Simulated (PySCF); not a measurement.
**BeF⁺: input and log**

State: ¹Σ⁺ (singlet), closed shell.

An equivalent input (the run itself took its basis sets from the Basis Set Exchange, started from a PBE0 density and held the occupation σ 4α 4β, πx 1α 1β, πy 1α 1β):

```python
from pyscf import gto, scf, cc
mol = gto.M(atom='Be 0 0 0; F 0 0 1.365', basis={'Be': 'cc-pVDZ', 'F': 'cc-pVDZ'},
            charge=1, spin=0, verbose=4, symmetry='C2v')
mf = scf.RHF(mol)
mf.irrep_nelec = {'A1': 8, 'B1': 2, 'B2': 2}
mf.conv_tol = 1e-9
mf.max_cycle = 60
mf.diis_space = 10
mf.kernel()
mycc = cc.CCSD(mf, frozen=[0])
mycc.run(conv_tol=1e-7, conv_tol_normt=1e-5, max_cycle=80, diis_space=8)
et = mycc.ccsd_t()
```

The SCF ended at -113.77928115 hartree. The coupled-cluster part of the log:

```
******** <class 'pyscf.cc.ccsd.CCSD'> ********
CC2 = 0
CCSD nocc = 5, nmo = 27
frozen orbitals [0]
max_cycle = 80
direct = 0
conv_tol = 1e-07
conv_tol_normt = 1e-05
diis_space = 8
diis_start_cycle = 0
diis_start_energy_diff = 1e+09
Init t2, MP2 energy = -113.99629018985  E_corr(MP2) -0.217009035168979
Init E_corr(CCSD) = -0.217009035173666
cycle = 1  E_corr(CCSD) = -0.209953477477904  dE = 0.0070555577  norm(t1,t2) = 0.0514433
cycle = 2  E_corr(CCSD) = -0.216426087242116  dE = -0.00647260976  norm(t1,t2) = 0.017663
cycle = 3  E_corr(CCSD) = -0.215886322237499  dE = 0.000539765005  norm(t1,t2) = 0.0127099
cycle = 4  E_corr(CCSD) = -0.216741094303321  dE = -0.000854772066  norm(t1,t2) = 0.00476842
cycle = 5  E_corr(CCSD) = -0.216770609519585  dE = -2.95152163e-05  norm(t1,t2) = 0.000942517
cycle = 6  E_corr(CCSD) = -0.216723905449543  dE = 4.670407e-05  norm(t1,t2) = 0.000338122
cycle = 7  E_corr(CCSD) = -0.216712444977603  dE = 1.14604719e-05  norm(t1,t2) = 0.000119625
cycle = 8  E_corr(CCSD) = -0.21671404028636  dE = -1.59530876e-06  norm(t1,t2) = 5.3686e-05
cycle = 9  E_corr(CCSD) = -0.216715397315744  dE = -1.35702938e-06  norm(t1,t2) = 1.40655e-05
cycle = 10  E_corr(CCSD) = -0.216715306450414  dE = 9.08653295e-08  norm(t1,t2) = 6.43711e-06
CCSD converged
E(CCSD) = -113.9959964611318  E_corr = -0.2167153064504144
CCSD(T) correction = -0.00409874163385036
```

T1 diagnostic 0.019, D1 0.038, 10 electrons correlated.

Repeating this along the bond gives Re = 1.374 Å and ωe = 1356 cm⁻¹.

A point of this curve took 0.19 CPU seconds beside 0.018 for the integrals, on Arm Neoverse V1 (shared host).

Correlated steps freeze 1 core orbital.
